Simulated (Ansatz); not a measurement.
Basis-set extrapolation for Cl2H4O2Si2 (`O[Si@H](Cl)[Si@@H](O)Cl`) (PBE0-D4/def2-TZVP geometry, frozen core, the Gaussian-basis code of Ansatz). Multiplicity 1, RHF reference.

```tsv
	def2-TZVPP	def2-QZVPP
HF	-1649.253641	-1649.304874
MP2 correlation	-1.090837	-1.190247
CCSD(T) correlation	-1.190683	not run
```

Energies in hartree. Use E(X) = E(∞) + A·exp(−7.88·√X) for Hartree–Fock and E(X) = E(∞) + B·X^(−2.97) for correlation, with X = 3 and 4, and add CCSD(T) minus MP2 of the smaller set to the MP2 limit.

Q: What is the CCSD(T) energy at the basis-set limit?

A: HF limit: -1649.304874 + (-0.051233) × 0.13774 = -1649.31193. MP2 limit: -1.190247 + (-0.099410) × 0.74074 = -1.26388. Higher-order term: -1.190683 − (-1.090837) = -0.09985. Total: -1650.67566 hartree, 607.4 kJ/mol below CCSD(T)/def2-TZVPP.
